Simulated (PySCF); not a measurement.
CH8FNSi2, SMILES C[Si@@](N)(F)[SiH3].

Geometry: PBE-D3(BJ)/def2-SVP. The structure was generated by enumeration; whether it is a known compound was not checked. The values are those of a single conformer.

Method: PBE-D3(BJ)/def2-SVP in PySCF 2.14.0.

Frequencies are harmonic and unscaled.

Computed normal modes with their intensities:
| mode | ν (cm⁻¹) | IR (km/mol) | moving atoms (share of kinetic energy) |
|---|---|---|---|
| 1 | 92 | 0.2 | H 87 % |
| 2 | 123 | 1.1 | H 30 %, C 30 %, Si 22 %, F 12 % |
| 3 | 129 | 1.0 | H 58 %, Si 15 %, F 14 %, N 12 % |
| 4 | 143 | 1.0 | H 70 %, F 14 %, N 11 % |
| 5 | 208 | 2.6 | H 42 %, C 19 %, N 14 %, Si 12 %, F 12 % |
| 6 | 237 | 11.8 | Si 32 %, F 25 %, H 24 %, C 10 %, N 9 % |
| 7 | 268 | 27.3 | F 33 %, H 28 %, Si 20 %, N 15 % |
| 8 | 307 | 25.4 | H 83 %, N 10 % |
| 9 | 400 | 128.6 | H 64 %, N 20 %, Si 13 % |
| 10 | 432 | 37.3 | Si 54 %, H 20 %, N 15 % |
| 11 | 482 | 8.2 | H 80 %, Si 14 % |
| 12 | 501 | 22.6 | H 82 %, Si 14 % |
| 13 | 669 | 37.4 | C 37 %, H 29 %, Si 19 %, F 9 % |
| 14 | 714 | 1.3 | H 74 %, C 13 %, N 9 % |
| 15 | 752 | 13.2 | H 62 %, C 21 %, F 11 % |
| 16 | 803 | 274.4 | H 53 %, Si 23 %, F 13 % |
| 17 | 827 | 109.4 | H 46 %, Si 25 %, N 17 %, F 8 % |
| 18 | 865 | 12.0 | H 63 %, Si 22 % |
| 19 | 888 | 25.9 | H 48 %, Si 28 %, N 16 % |
| 20 | 904 | 49.7 | H 94 % |
| 21 | 907 | 112.2 | H 72 %, Si 17 % |
| 22 | 1219 | 27.9 | H 77 %, C 22 % |
| 23 | 1378 | 5.2 | H 96 % |
| 24 | 1382 | 3.6 | H 96 % |
| 25 | 1493 | 44.2 | H 89 %, N 10 % |
| 26 | 2143 | 54.9 | H 98 % |
| 27 | 2155 | 86.3 | H 96 % |
| 28 | 2162 | 84.6 | H 96 % |
| 29 | 2977 | 1.7 | H 97 % |
| 30 | 3073 | 2.8 | H 91 %, C 9 % |
| 31 | 3089 | 1.7 | H 91 %, C 9 % |
| 32 | 3483 | 18.7 | H 96 % |
| 33 | 3581 | 22.5 | H 91 %, N 9 % |
